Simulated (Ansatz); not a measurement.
Pt₄⁺, relaxed as a doublet with UKS PBE0-D4/def2-SVP in Ansatz, starting from the PBE0-D4/def2-SVP geometry of the neutral singlet. Force threshold 0.02 eV/Å.

In the def2 sets Pt takes a core potential; there is no spin–orbit coupling. The relaxed charge 1 doublet is spin-contaminated (final ⟨S²⟩ up to 1.24, 0.75 for a pure state). The relaxation made no stability test and no search for a lower SCF solution. No other spin state of charge 1 was run. The structure comes from a short search, and lower isomers may exist.

Start:

```xyz
4

Pt   -0.422   -0.292    1.639
Pt    1.358   -1.046    0.107
Pt   -1.586    0.549   -0.366
Pt    0.650    0.789   -1.380
```

Task: Estimate the energy that the relaxation releases and the steps that it takes.

Result: 1.2 kcal/mol, in 4 steps; 2.3 min on 4 threads of Arm Neoverse V2 on a shared host. No frequencies were taken in this run, so the end may be a saddle point.

Task: Does the start keep its bonding and symmetry?

Result: By distances, no bond broke or formed. The bond that changes most is Pt2–Pt4, from 2.47 to 2.41 Å (atoms count from 1). Point group D2d at the start, D2 at the end, both within 0.05 Å; within 0.015 Å the end is C2.

Task: Predict the relaxed structure.

Result: 
```
atom    x (Å)    y (Å)    z (Å)
 Pt1  -0.4456  -0.2883   1.6499
 Pt2   1.3715  -1.0266   0.0765
 Pt3  -1.6054   0.5516  -0.3492
 Pt4   0.6795   0.7632  -1.3771
```
Bond lengths (bridged metal pairs left out): 4 × Pt–Pt 2.41 to 2.51 Å.
